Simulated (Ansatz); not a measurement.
CH$_{3}$Cl$_{3}$Si, charge -1, doublet, geometry from GFN2-xTB (a state made from the parent by changing its charge; the spin is typed, not shown lowest) (a gas-phase anion, which may not be bound at this level); MP2/cc-pVDZ in Ansatz (a program for electronic structure).

Here is a job for Ansatz.
Ansatz 0.2 input:
```yaml
crystal:
  periodic: [false, false, false]
  atoms:
    - {symbol: C, position_ang: [-1.88086609, -0.24439940, 0.19810488]}
    - {symbol: Si, position_ang: [-0.03103582, 0.22941078, 0.24173562]}
    - {symbol: Cl, position_ang: [0.94280005, -0.93243123, -1.17927851]}
    - {symbol: Cl, position_ang: [-0.31054700, 2.07327251, -1.15476151]}
    - {symbol: Cl, position_ang: [0.45531735, -1.18432133, 2.03091734]}
    - {symbol: H, position_ang: [-2.02275001, -1.28867211, 0.46708769]}
    - {symbol: H, position_ang: [-2.44430575, 0.35993545, 0.90406427]}
    - {symbol: H, position_ang: [-2.30194304, -0.07745725, -0.79099435]}
basis:
  gaussian:
    orbitals: cc-pVDZ
total_charge: -1
magnetization: {spin_polarized: true, initial_magnetization: 1}
correlation: {method: mp2}
```

The log (banner, timings and long lists left out):

```
Functional definition: HF
1033 factors; integrals over basis functions are off by at most 9.6e-4 eV
mean field evaluation 1: about -46453.6494 eV, gradient 1.7e1 eV
mean field evaluation 2: about -46453.7434 eV, gradient 1.7e1 eV
mean field evaluation 4: about -46455.8828 eV, gradient 2.1e0 eV
mean field evaluation 8: about -46455.9527 eV, gradient 2.5e-1 eV
mean field -46455.95412996 eV, -1707.2248252993 hartree, gradient 2.9e-6 eV, S^2 0.756538; 0 other end points of the search recorded, 0 dependent functions left out
21 core orbitals not correlated
reference -46455.95412996 eV, -1707.2248252993 hartree; 17, 16 occupied and 63, 64 virtual orbitals, 1033 factors
second order -17.34903188 eV of doubles, -0.00000000 eV of singles
Total energy: -46473.30316183 eV, -1707.8623904612 hartree
```
